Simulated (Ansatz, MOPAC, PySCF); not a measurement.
Noncovalent pair: boric acid (SMILES OB(O)O) (first 7 atoms) with H2O (SMILES O); geometry from B3LYP-D3(BJ)/def2-TZVP, rigid monomers moved along the line of their centres of mass till H6···O8 is 2.78 Å.
(charge 0, multiplicity 1):
```xyz
10

O      0.48813    -0.25236    -1.40220
B      0.21300    -0.13651    -0.06670
O      0.60554     1.00679     0.59680
O     -0.44347    -1.17900     0.53079
H      0.94910     0.52239    -1.73633
H      0.36812     0.99666     1.53253
H     -0.60128    -1.02357     1.46970
O     -0.64342     0.17695     3.99092
H     -1.44714     0.53359     4.38505
H     -0.09392    -0.12755     4.72158
```

Counterpoise-corrected where a basis set is named; no monomer relaxation. Rows marked so take none.

Rows in 3-21G, STO-3G carry no dispersion term and start afresh at each structure. The state that PM3 reach isn't checked.

Run with Ansatz (Gaussian basis) for Hartree–Fock, density functionals and correlated methods; MOPAC for PM3 (differences of heats of formation); PySCF for 3-21G rows, STO-3G rows. Values without a source in brackets are computed.

Q: One of these levels gives -11.1 kJ/mol for the interaction energy. Name it.
A. r2SCAN/def2-TZVPPD
B. HF/STO-3G (no counterpoise)
C. PM3
D. B3LYP/3-21G (no counterpoise)

A: C, PM3. The others give -15.6 (HF/STO-3G (no counterpoise)), -22.5 (r2SCAN/def2-TZVPPD), -43.6 (B3LYP/3-21G (no counterpoise))

Ansatz is an electronic-structure program.
